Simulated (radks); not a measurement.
Valence configurations of neutral lanthanum (all share [Xe]). All-electron calculation, non-relativistic Kohn-Sham, TPSS, spin-polarised, spherical densities, point nucleus; open shells are filled with parallel spins first (spin-orbit coupling, left out, can overturn this in heavy ions); meta-GGA in the generalised Kohn-Sham scheme; relativity is left out, which matters for an element this heavy. Program: a radial shooting solver on a logarithmic mesh with Libxc functionals. Energies are relative to 5d1 6s2; eigenvalues in eV for spin up.

valence          E (eV)  moment (Bohr magnetons)   e(4f)   e(5d)   e(6p)   e(6s)
5d1 6s2           0.000                        1       -  -3.936       -  -3.590
4f1 5d1 6s1      -1.309                        3  -0.614  -1.870       -  -2.829
4f1 6s2          -1.586                        1  -2.326       -       -  -3.208
6s2 6p1           2.909                        1       -       -  -2.491  -4.866
5d1.5 6s1.5      -0.365                        2       -  -3.393       -  -3.395
5d2 6s1          -0.749                        3       -  -2.803       -  -3.062
4f1 5d1 6p1       0.368                        3  -1.522  -2.509  -1.597       -
5d1.5 6s0.5 6p1   1.226                        3       -  -4.114  -1.876  -3.922
5d3              -0.332                        3       -  -1.670       -       -

NIST lists [Xe] 5d1 6s2 as the ground configuration; this level of theory puts 4f1 6s2 lower, by 1.586 eV. The energies are those of spherical high-spin densities, not of single terms. No valid solution was reached for [Xe] 4f1 5d2. Relativity is left out, which favours d and f over s occupation in heavy atoms.
